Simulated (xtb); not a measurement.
C4H11NSi, SMILES C/C(=C/[SiH3])CN. All values are semi-empirical tight-binding results from xtb (GFN2-xTB unless named), good for trends rather than for accurate numbers. Coordinates come from a GFN2-xTB optimisation. The structure was generated by enumeration; whether it is a known compound was not checked. The values are those of a single conformer.

Optimised geometry:

```xyz
17

C     -0.8289    -2.2771     0.8045
C     -0.3468    -0.9205     0.3852
C      0.7701    -0.6946    -0.2922
Si     1.4226     1.0114    -0.7428
C     -1.2247     0.2348     0.7995
N     -1.0860     1.3109    -0.1644
H     -0.1108    -3.0463     0.5322
H     -1.7832    -2.5076     0.3288
H     -0.9820    -2.3063     1.8838
H      1.3742    -1.5491    -0.5675
H      1.4305     1.9560     0.3738
H      2.8515     0.7573    -1.0446
H      0.8593     1.5540    -1.9802
H     -2.2657    -0.1071     0.9198
H     -0.8845     0.6072     1.7726
H     -1.4724     2.1812     0.1815
H     -1.5496     1.0698    -1.0324
```
Charge 0, spin multiplicity 1.

Computed properties:
| Item | Value |
|---|---|
| orbital gap | 4.44 eV |
| dipole moment | 3.40 D |
| zero-point energy | 86.4 kcal/mol |
| G − E(el) at 298.15 K (modified RRHO) | 66.2 kcal/mol |
| static polarisability (D4 model) | 88.5 bohr³ |
| solvation energy, GFN2-xTB/ALPB(water) | -2.3 kcal/mol |
| solvation energy, GFN2-xTB/ALPB(methanol) | -5.6 kcal/mol |

Computed atomic charges and the Wiberg bond orders between heavy atoms:
charges (e) C1 -0.11, C2 -0.01, C3 -0.15, Si4 0.42, C5 0.01, N6 -0.30, H7 0.04, H8 0.04, H9 0.04, H10 0.01, H11 -0.11, H12 -0.13, H13 -0.11, H14 0.01, H15 0.04, H16 0.15, H17 0.15. Bond orders C1–C2 1.02, C2–C3 1.92, C3–Si4 0.88, C2–C5 1.00, C5–N6 1.02.
